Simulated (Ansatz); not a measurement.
The same path of C2H3BLi (7 atoms, charge 0, multiplicity 2) was run twice with different band settings. The coordinate that changes most is the dihedral B2–C3–C4–H6.

The calculation used Ansatz, UKS B3LYP-D4/def2-SVP.

Relaxed end points:

```xyz
7
Properties=species:S:1:pos:R:3
Li -1.427 -3.101 -0.504
B -0.434 -1.312 -0.112
C 0.328 -0.093 0.205
C 0.149 1.251 -0.049
H 1.240 -0.367 0.775
H -0.721 1.616 -0.604
H 0.864 2.006 0.291
```

```xyz
7
Properties=species:S:1:pos:R:3
Li -1.428 -3.100 -0.504
B -0.433 -1.312 -0.113
C 0.329 -0.094 0.205
C 0.149 1.251 -0.050
H 1.242 -0.366 0.775
H 0.863 2.006 0.290
H -0.722 1.615 -0.604
```

Common settings: movable images 5; climbing image yes; spring 5.0 eV/Å²; optimiser quadratic models (default); start path through a guess of the saddle point; force threshold 0.05 eV/Å; end points relaxed.

| run | iteration limit |
| --- | --- |
| 1 | 50 |
| 2 | 10 |

Q: What does each run give, and how far can it be trusted?

A: Run 1: converged after 9 iterations, highest image 0.904 eV above the first end. A vibrational analysis at the climbing image gives one clearly imaginary mode, 585i cm⁻¹: a first-order saddle point.
Run 2: converged after 9 iterations, highest image 0.904 eV above the first end. Another band between the same ends (5 images) ends at a top of the same energy, where a vibrational analysis finds 1 clearly imaginary mode.
